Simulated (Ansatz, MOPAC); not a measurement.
Molecule: CClF2 (charge +1, singlet). SMILES of the parent species: Cl[C](F)F

Atoms: F1, C2, F3, Cl4. Bonds: F1-C2, C2-F3, C2-Cl4.

Bond lengths (Å) and angles (degrees) optimised at PM6 with MOPAC; PM7 with MOPAC; HF/STO-3G with Ansatz (a first-principles code), each started from the B3LYP-D3(BJ)/def2-TZVP structure (Ansatz) of the last column. A row stands for all coordinates that are equal there. No wavenumbers were computed at HF/STO-3G, so these may be saddle points.

| coordinate | PM6 | PM7 | HF/STO-3G | B3LYP-D3(BJ)/def2-TZVP |
|---|---|---|---|---|
| F1-C2 | 1.292 | 1.284 | 1.289 | 1.252 |
| C2-Cl4 | 1.609 | 1.601 | 1.736 | 1.620 |
| F1-C2-F3 | 109.5 | 111.9 | 116.9 | 115.8 |
| F1-C2-Cl4 | 125.3 | 124.1 | 121.6 | 122.1 |

Mean signed difference of all 3 bond lengths from B3LYP-D3(BJ)/def2-TZVP: PM6 0.023 Å, PM7 0.015 Å, HF/STO-3G 0.063 Å.
